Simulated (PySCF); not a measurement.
`CS[SiH2]P`. Method used: PySCF 2.14.0, PBE0-D3(BJ)/def2-SVP geometry optimisation, gas phase.

```
atom  x, y, z in Å
C1    -2.3351    0.0289   -0.0717
S2    -0.8745    0.8119    0.6860
Si3    0.6853   -0.1890   -0.3834
P4     2.6068    0.7220    0.3879
H5    -2.3695    0.2081   -1.1558
H6    -2.3612   -1.0510    0.1305
H7    -3.2156    0.4959    0.3900
H8     0.7091   -1.6555   -0.0846
H9     0.4831   -0.0295   -1.8589
H10    3.3872    0.1073   -0.6411
H11    2.4262    1.9320   -0.3504
```

**Question.** What is the longest distance between nuclei?

**Answer.** H7···H10, 6.69 Å; the next longest distance is 5.91 Å.

**Question.** Work out the bond lengths S2–Si3, Si3–P4, Si3–H8, P4–H11 in Å.

**Answer.** For S2–Si3 the difference vector is (1.5598, -1.0009, -1.0694) Å, of length 2.1397 Å. S2–Si3 2.140; Si3–P4 2.262; Si3–H8 1.497; P4–H11 1.429 Å.

**Question.** Where is the centre of mass (commonest isotopes), and what is the radius of gyration?

**Answer.** Mass 109.978 u; centre at (0.391, 0.395, 0.171) Å; Rg = √(Σ m r²/M) = 1.888 Å. As Ia + Ib + Ic = 2 Σ m r², the three principal moments sum to 783.8 u·Å².

**Question.** How far are the heavy atoms from their best plane (unweighted least squares)?

**Answer.** 0.016 Å rms; C1 0.02, S2 0.02, Si3 0.02, P4 0.01 Å (magnitudes).

**Question.** What is the repulsion energy of the bare nuclei, Σ ZA·ZB/RAB?

**Answer.** 270.59 Eh over 55 pairs, with full nuclear charges and distances in bohr; the largest single term is 55.40 Eh (S2 with Si3).

**Question.** How far apart are these pairs, which share no bond: C1···Si3, Si3···H7, Si3···H10, H7···H8, H9···H11?

**Answer.** C1···Si3 3.044 Å (2 bonds apart); Si3···H7 4.035 Å (3 bonds apart); Si3···H10 2.730 Å (2 bonds apart); H7···H8 4.501 Å (4 bonds apart); H9···H11 3.146 Å (3 bonds apart).

**Question.** Give the dihedral angles S2–Si3–P4–H11, C1–S2–Si3–P4, H5–C1–S2–Si3, H6–C1–S2–Si3.

**Answer.** S2–Si3–P4–H11 -75° (synclinal); C1–S2–Si3–P4 178° (antiperiplanar); H5–C1–S2–Si3 -60° (synclinal); H6–C1–S2–Si3 63° (synclinal). Dihedral signs follow IUPAC: positive where, seen along the central bond, the front bond turns clockwise onto the rear one.

**Question.** Write the matrix of distances between heavy atoms (Å, lower triangle).

**Answer.** 
```
C1    0.000
S2    1.822  0.000
Si3   3.044  2.140  0.000
P4    5.011  3.495  2.262  0.000
```

Stationary, but not proved a minimum. The numbers are those of one conformer.
